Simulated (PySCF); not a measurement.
C6H7F3Si.
SMILES: `FC([C@H]1CC[Si@H]1C#C)(F)F`

Level: PBE0/def2-SVPD in PySCF, non-relativistic, on one gas-phase PBE0-D3(BJ)/def2-SVP geometry that isn't relaxed in the solvent. The solvent is an IEF-PCM continuum (van der Waals radii × 1.2), and excitations are vertical TDDFT with non-equilibrium linear response and a frozen core. Only the electrostatic response of the medium enters.

Gas-phase singlets (H = HOMO, L = LUMO):

| state | E (eV) | λ (nm) | f | leading configurations |
| --- | --- | --- | --- | --- |
| S1 | 5.684 | 218 | 0.001 | H→L 79%, H-2→L 10% |
| S2 | 6.046 | 205 | 0.015 | H-1→L 53%, H→L+1 33% |
| S3 | 6.197 | 200 | 0.002 | H-1→L+1 79% |
| S4 | 6.838 | 181 | 0.009 | H-2→L 84%, H→L 11% |
| S5 | 7.266 | 171 | 0.338 | H→L+1 31%, H-3→L 30%, H-1→L 27% |

What are the lowest 5 singlets in benzene (ε = 2.271)?

```tsv
state	E (eV)	λ (nm)	f	leading configurations	change by rank (eV)
S1	5.705	217	0.002	H→L 78%, H-2→L 11%	+0.021
S2	6.056	205	0.022	H-1→L 53%, H→L+1 31%	+0.010
S3	6.212	200	0.004	H-1→L+1 77%, H-3→L+1 9%	+0.015
S4	6.803	182	0.018	H-2→L 82%, H→L 12%	-0.035
S5	7.158	173	0.517	H→L+1 40%, H-1→L 29%, H-3→L 19%	-0.108
```

How do the frontier levels move from gas to benzene?

```
orbital  gas (eV)  solvent (eV)  change (eV)
 LUMO+2      0.66          0.74        +0.08
 LUMO+1     -0.24         -0.17        +0.07
   LUMO     -0.71         -0.65        +0.06
   HOMO     -8.13         -8.06        +0.07
 HOMO-1     -8.27         -8.22        +0.05
 HOMO-2     -9.04         -8.98        +0.06
 HOMO-3     -9.28         -9.21        +0.07
```

The HOMO–LUMO gap goes from 7.42 to 7.41 eV.

The values belong to the conformer `[CH:1]#[C:2][Si@@H:3]1[CH2:4][CH2:5][C@@H:6]1[C:7]([F:8])([F:9])[F:10]`: C5–C6–C7–F8 65°.
